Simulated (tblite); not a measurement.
Input of a run (GFN2-xTB geometry optimisation, gas phase (tblite 0.8.0)), started from a force field or distance geometry:
```
{"job": {"kind": "relax", "xc": "GFN2-xTB", "basis": "xTB"}, "charge": 0, "multiplicity": 1}
N      0.002200     2.134100    -0.106900
C      0.653000     0.884700    -0.095800
O      1.971800     0.763700     0.002400
C      2.313600    -0.492500    -0.010600
C      1.182400    -1.287500    -0.085500
C      0.114100    -0.389600    -0.149400
Si    -1.680300    -0.803100    -0.279000
O     -2.573400     0.073300     0.884900
H     -0.316400     2.545400     0.783300
H     -0.170000     2.623400    -1.010900
H      3.308200    -0.917600     0.054900
H      1.117400    -2.387300    -0.116800
H     -2.106200    -0.594400    -1.639400
H     -1.777000    -2.258800     0.038900
H     -2.043800     0.114100     1.707600
```

Output (eV, eV/Å):
```
step      E/eV     max force
  0    -678.07645    2.949
  1    -678.35747    1.082
  2    -678.41986    0.528
  3    -678.45713    0.621
  4    -678.47972    0.368
  5    -678.49506    0.346
  6    -678.51162    0.377
  7    -678.53387    0.443
  8    -678.54945    0.385
  9    -678.55777    0.229
 10    -678.56272    0.199
 11    -678.56681    0.216
 12    -678.57109    0.201
 13    -678.57487    0.141
 14    -678.57772    0.134
 15    -678.57986    0.108
 16    -678.58222    0.120
 17    -678.58549    0.169
 18    -678.59080    0.272
 19    -678.59920    0.405
 20    -678.61002    0.491
 21    -678.63745    0.559
 22    -678.65056    0.490
 23    -678.66490    0.620
 24    -678.67779    0.277
 25    -678.68511    0.190
 26    -678.69868    0.174
 27    -678.70203    0.163
 28    -678.70519    0.127
 29    -678.70679    0.121
 30    -678.70866    0.109
 31    -678.71020    0.101
 32    -678.71201    0.102
 33    -678.71407    0.116
 34    -678.71610    0.123
 35    -678.71755    0.096
 36    -678.71858    0.090
 37    -678.71977    0.081
 38    -678.72169    0.127
 39    -678.72435    0.172
 40    -678.72672    0.144
 41    -678.72823    0.106
 42    -678.72921    0.121
 43    -678.73066    0.122
 44    -678.73334    0.166
 45    -678.74110    0.277
 46    -678.74587    0.190
 47    -678.75227    0.253
 48    -678.76275    0.507
 49    -678.77215    0.475
 50    -678.78701    0.364
 51    -678.79695    0.635
 52    -678.80003    0.666
 53    -678.80925    0.249
 54    -678.81953    0.457
 55    -678.83616    0.440
 56    -678.84810    1.105
 57    -678.86014    0.834
 58    -678.87772    0.290
 59    -678.88623    0.473
 60    -678.89866    0.507
 61    -678.93495    0.543
 62    -678.95000    0.491
 63    -678.95905    0.776
 64    -678.97270    0.301
 65    -678.98458    0.262
 66    -678.99448    0.231
 67    -678.99821    0.196
 68    -679.00104    0.182
 69    -679.00536    0.180
 70    -679.00848    0.133
 71    -679.01038    0.120
 72    -679.01138    0.101
 73    -679.01231    0.106
 74    -679.01401    0.105
 75    -679.01592    0.107
 76    -679.01820    0.141
 77    -679.02017    0.132
 78    -679.02191    0.097
 79    -679.02342    0.097
 80    -679.02477    0.075
 81    -679.02586    0.097
 82    -679.02684    0.101
 83    -679.02767    0.070
 84    -679.02834    0.055
 85    -679.02879    0.054
 86    -679.02927    0.060
 87    -679.02982    0.060
 88    -679.03034    0.054
 89    -679.03064    0.038
 90    -679.03081    0.032
 91    -679.03095    0.033
 92    -679.03113    0.034
 93    -679.03134    0.037
 94    -679.03154    0.031
 95    -679.03165    0.031
 96    -679.03172    0.028
 97    -679.03179    0.025
 98    -679.03188    0.024
 99    -679.03201    0.031
100    -679.03221    0.036
101    -679.03245    0.033
102    -679.03268    0.036
103    -679.03285    0.034
104    -679.03301    0.039
105    -679.03323    0.037
106    -679.03361    0.053
107    -679.03421    0.065
108    -679.03487    0.065
109    -679.03538    0.070
110    -679.03575    0.064
111    -679.03609    0.056
112    -679.03670    0.059
113    -679.03763    0.073
114    -679.03868    0.081
115    -679.03960    0.074
116    -679.04041    0.075
117    -679.04113    0.069
118    -679.04175    0.080
119    -679.04237    0.067
120    -679.04269    0.177
121    -679.04347    0.123
122    -679.04400    0.060
123    -679.04444    0.043
124    -679.04493    0.037
125    -679.04512    0.023
126    -679.04526    0.029
127    -679.04534    0.027
128    -679.04544    0.029
129    -679.04559    0.038
130    -679.04590    0.053
131    -679.04641    0.053
132    -679.04705    0.052
133    -679.04764    0.061
134    -679.04805    0.055
135    -679.04824    0.061
136    -679.04838    0.033
137    -679.04846    0.025
138    -679.04854    0.033
139    -679.04860    0.032
140    -679.04870    0.040
141    -679.04881    0.040
142    -679.04888    0.038
143    -679.04901    0.037
144    -679.04914    0.037
145    -679.04925    0.033
146    -679.04935    0.027
147    -679.04944    0.029
148    -679.04955    0.028
149    -679.04967    0.026
150    -679.04979    0.027
151    -679.04992    0.025
152    -679.05007    0.026
153    -679.05019    0.021
154    -679.05026    0.013
155    -679.05028    0.011
156    -679.05029    0.007
```

Q: Summarise the run.

A: The energy falls by 22.5 kcal/mol over 156 L-BFGS steps, the largest force on an atom goes from 2.95 to 0.007 eV/Å, and the atoms move by 0.581 Å rms after alignment. The bond that changes most is Si7–O8 (oxygen-bound silicon to silanol oxygen), which shortens by 0.073 Å. Bonds longer at the end by more than 0.005 Å: 5 of 15; shorter: 10. Among the angles that change most is O8–Si7–H13, from 114.5° to 100.3°. Among the dihedrals that turn most is H9–N1–C2–C6, from 87° to -29°. The energy never rose by more than 1e-5 eV on the way. The first step brought 29 % of the lowering.

Q: What are the final bond lengths?

A: N1–C2 1.379 Å, C2–O3 1.346 Å, O3–C4 1.363 Å, C4–C5 1.352 Å, C5–C6 1.428 Å, C6–Si7 1.864 Å, Si7–O8 1.636 Å, C2–C6 1.374 Å, N1–H9 1.009 Å, N1–H10 1.009 Å, C4–H11 1.071 Å, C5–H12 1.071 Å, Si7–H13 1.461 Å, Si7–H14 1.466 Å, O8–H15 0.954 Å. Numbering counts from 1 in the input's order; the species is `Nc1occc1[SiH2]O`.

Its GFN2-xTB frequencies are all real (lowest 55 cm⁻¹). One conformer, not necessarily the lowest. 3 starts were optimised and ended at 0.00, 1.15 and 1.64 kcal/mol (GFN2-xTB); the lowest of these is shown.

The numbers are calculated, not measured.
